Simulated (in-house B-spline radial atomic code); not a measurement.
# Ionising Ag VIII (Ag7+) with different functionals

Computed with a radial B-spline atomic code at the basis-set limit: four-component Dirac-Coulomb Hamiltonian, Fermi nucleus of rms radius 4.5454 fm, spin-restricted, spherical fractional occupations for the functionals, and exact exchange of hybrids averaged over the configuration. The ionisation energy is the difference of two self-consistent energies, [Kr] 4d4 → [Kr] 4d3, without Breit or QED terms; ε is the level of the shell that loses the electron (mean over j). The electron is taken from both j subshells in proportion to 2j + 1, so the result is a j average, not the step between ground levels.

```json
{"method": "LC-wPBE", "rung": "range-separated hybrid", "ΔSCF (eV)": "124.76", "-ε(4d) (eV)": "120.18"}
{"method": "CAM-B3LYP", "rung": "range-separated hybrid", "ΔSCF (eV)": "124.69", "-ε(4d) (eV)": "118.91"}
{"method": "wB97X", "rung": "range-separated hybrid", "ΔSCF (eV)": "124.53", "-ε(4d) (eV)": "119.88"}
{"method": "HSE06", "rung": "range-separated hybrid", "ΔSCF (eV)": "124.70", "-ε(4d) (eV)": "117.03"}
```

(1) Among the functionals, which spreads more, the ΔSCF values or the orbital energies?

(2) How do they compare with the NIST value?

## Answers

(1) The orbital energies: ΔSCF values span about 0.23 eV and the orbital energies 3.15 eV; here energy differences depend much less on the functional than eigenvalues do.

(2) NIST lists 125 eV ± 2.1 (tabulated theory, ground level to ground level). Errors run from -0.47 to -0.24 eV; all lie within about twice that uncertainty, so the table can't rank the methods.
